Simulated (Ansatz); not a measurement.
Species: C3H9B, SMILES `CB(C)C` (charge 0, multiplicity 1), formula C$_{3}$H$_{9}$B.

How many basis functions does frozen-core CCSD(T)/cc-pVTZ // PBE0-D4/def2-TZVP (Ansatz, a first-principles code) use, how many core orbitals are frozen, and how many electrons are correlated?

246 basis functions and 4 frozen orbitals, which leaves 24 correlated electrons. Core time is of the order of minutes.
